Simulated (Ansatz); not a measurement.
A nudged elastic band was laid between two geometries of C2H7BFN (12 atoms, charge 0, multiplicity 1).

Method: UKS B3LYP-D4/6-31G* in Ansatz.

```json
{
  "movable images": "9",
  "climbing image": "yes",
  "spring": "5.0 eV/Å²",
  "optimiser": "quadratic models (default)",
  "start path": "through a guess of the saddle point",
  "force threshold": "0.03 eV/Å",
  "iteration limit": "60",
  "end points": "relaxed"
}
```

Initial state:

```xyz
12
Properties=species:S:1:pos:R:3
B -1.136 -0.531 -0.943
H -0.945 -0.706 -2.111
N -0.121 -0.058 -0.108
C -0.302 0.166 1.318
C 1.209 0.250 -0.603
H 1.261 0.058 -1.676
F -2.355 -0.798 -0.437
H -0.118 1.218 1.577
H -1.322 -0.092 1.606
H 0.396 -0.450 1.903
H 1.462 1.306 -0.425
H 1.970 -0.364 -0.101
```

Final state:

```xyz
12
Properties=species:S:1:pos:R:3
B -0.930 0.691 -1.015
H 0.383 -1.997 -0.936
N -0.360 0.345 0.158
C -0.175 -0.136 1.496
C 0.535 1.130 -0.772
H 0.779 -2.586 -1.156
F -2.040 0.622 -1.733
H 0.057 0.692 2.179
H -1.090 -0.628 1.841
H 0.650 -0.858 1.542
H 0.795 2.140 -0.434
H 1.396 0.584 -1.170
```

(1) Which bonds break or form, and what moves?

(2) What energy profile does the band end with?

(3) What is the geometry of the highest image?

## Answers

(1) Bonds broken: B1–H2, C5–H6. Bonds formed: B1–C5, H2–H6. C2H7BFN becomes C2H5BFN + H2.

(2) The run converged. The highest image is number 6 of 0 to 10, 3.68 eV above the first end and 1.08 eV above the last; the last end lies 2.59 eV above the first. The profile has 2 maxima (images 2, 6) with wells between them (image 3): this band takes more than one step, which may be the mechanism or a detour left from its start path. Neighbouring images differ by up to 2.4 eV, so the band resolves the path poorly. A vibrational analysis at the climbing image gives one clearly imaginary mode, 744i cm⁻¹: a first-order saddle point. The orbitals stay closed-shell, which can raise the energy where a bond breaks towards radicals; this wasn't checked here.

| image | path coordinate (Å) | energy (eV) | B1–H2 (Å) | C5–H6 (Å) | B1–C5 (Å) |
| --- | --- | --- | --- | --- | --- |
| 0 | 0.00 | 0.00 | 1.20 | 1.09 | 2.50 |
| 1 | 1.38 | 0.65 | 1.19 | 1.09 | 2.47 |
| 2 | 2.76 | 1.05 | 1.20 | 1.10 | 2.46 |
| 3 | 4.14 | 0.17 | 1.19 | 1.09 | 2.51 |
| 4 | 5.53 | 0.23 | 1.19 | 1.09 | 2.46 |
| 5 | 6.91 | 1.29 | 1.20 | 1.12 | 2.15 |
| 6 | 8.29 | 3.68 | 1.33 | 1.95 | 1.63 |
| 7 | 9.04 | 3.09 | 2.00 | 2.38 | 1.54 |
| 8 | 9.79 | 2.69 | 2.58 | 2.88 | 1.54 |
| 9 | 10.55 | 2.61 | 2.76 | 3.46 | 1.55 |
| 10 | 11.30 | 2.59 | 2.99 | 3.74 | 1.55 |

(3) 
```xyz
12
Properties=species:S:1:pos:R:3
B -0.607 -0.135 -1.038
H -0.399 -1.438 -0.855
N -0.375 0.547 0.227
C -0.181 -0.037 1.541
C 0.735 0.710 -0.666
H 0.284 -1.052 -1.370
F -1.575 0.043 -1.977
H 0.166 0.731 2.243
H -1.133 -0.434 1.905
H 0.563 -0.854 1.547
H 0.832 1.677 -1.158
H 1.690 0.241 -0.401
```

Run time: 4.6 min on 2 threads of AMD EPYC 9R45 96-Core Processor (Zen 5), on a shared host, peak memory 0.28 GiB.
